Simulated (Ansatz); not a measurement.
Reaction (ligand exchange at a Zn–C bond): `F[CH2][ZnH]` + `C[SiH2]N` → `C[SiH2][NH][ZnH]` + fluoromethane

Calculated with Ansatz (gas phase, PBE0-D4/def2-TZVP geometries, no zero-point term in ΔE). CCSD(T)/CBS adds triple-zeta CCSD(T) − MP2 to the extrapolated MP2 energy (def2 sets, frozen cores). This one scheme is used for every species. Functionals use def2-TZVPP. B3LYP here is the variant with VWN-RPA as its local correlation; programs differ in this. For Zn outer-core shells are correlated without core-valence functions, which leaves a few kJ/mol of doubt a bond. Scalar relativity is left out up to krypton. Each species was taken in one conformer, which may not be the lowest.

```json
{"level": "B3LYP-D4", "ΔE (kJ/mol)": "-75.3", "difference from CCSD(T)/CBS": "6.3"}
{"level": "ωB97M-V", "ΔE (kJ/mol)": "-72.9", "difference from CCSD(T)/CBS": "8.7"}
{"level": "B2PLYP", "ΔE (kJ/mol)": "-77.6", "difference from CCSD(T)/CBS": "4.0"}
{"level": "PBE", "ΔE (kJ/mol)": "-65.4", "difference from CCSD(T)/CBS": "16.2"}
{"level": "revPBE", "ΔE (kJ/mol)": "-62.8", "difference from CCSD(T)/CBS": "18.8"}
{"level": "BLYP", "ΔE (kJ/mol)": "-64.4", "difference from CCSD(T)/CBS": "17.2"}
{"level": "PBE0", "ΔE (kJ/mol)": "-70.4", "difference from CCSD(T)/CBS": "11.2"}
{"level": "r2SCAN0", "ΔE (kJ/mol)": "-78.1", "difference from CCSD(T)/CBS": "3.5"}
{"level": "BHLYP", "ΔE (kJ/mol)": "-75.3", "difference from CCSD(T)/CBS": "6.3"}
{"level": "HF/def2-SVP", "ΔE (kJ/mol)": "-89.6", "difference from CCSD(T)/CBS": "-8.0"}
{"level": "MP2/def2-SVP", "ΔE (kJ/mol)": "-94.4", "difference from CCSD(T)/CBS": "-12.8"}
{"level": "HF/def2-TZVPP", "ΔE (kJ/mol)": "-82.3", "difference from CCSD(T)/CBS": "-0.7"}
{"level": "CCSD/def2-TZVPP", "ΔE (kJ/mol)": "-82.6", "difference from CCSD(T)/CBS": "-1.0"}
{"level": "SCS-MP2/def2-QZVPP", "ΔE (kJ/mol)": "-86.0", "difference from CCSD(T)/CBS": "-4.4"}
{"level": "MP2/CBS(def2)", "ΔE (kJ/mol)": "-86.3", "difference from CCSD(T)/CBS": "-4.7"}
{"level": "CCSD/CBS(def2)", "ΔE (kJ/mol)": "-80.8", "difference from CCSD(T)/CBS": "0.8"}
{"level": "CCSD(T)/CBS", "ΔE (kJ/mol)": "-81.6", "difference from CCSD(T)/CBS": "0"}
```

Largest T1 diagnostic among the species: 0.014.

At CCSD(T), def2-SVP lies −9.2 kJ/mol from the extrapolated value and def2-TZVPP −1.8 kJ/mol. Leaving LDA and LC-ωPBE aside and taking each functional with its dispersion term where it has one, the values, not all of them listed here, spread over 12.0 kJ/mol, from BHLYP-D4 to PBE-D4. LDA lies −5.4 kJ/mol from PBE without D4.
